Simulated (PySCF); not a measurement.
[Cd(Cl)2] (charge 0, multiplicity 1)

Level of theory: TPSSh-D3(BJ)/def2-TZVP // PBE-D3(BJ)/def2-SVP run with PySCF 2.14.0.

```yaml
HOMO: -8.15 eV
dipole_moment: 0.00 D
HOMO–LUMO gap: 5.44 eV
LUMO: -2.71 eV
charge on the central atom (Mulliken): 0.81 e
total_energy: -1088.2560 Ha
cost: very roughly 50 core-seconds
```

Bonded distances (Å): Cd1–Cl2 2.288, Cd1–Cl3 2.288. Angles (°): Cl2–Cd1–Cl3 180.0.
Charge 0, spin multiplicity 1.
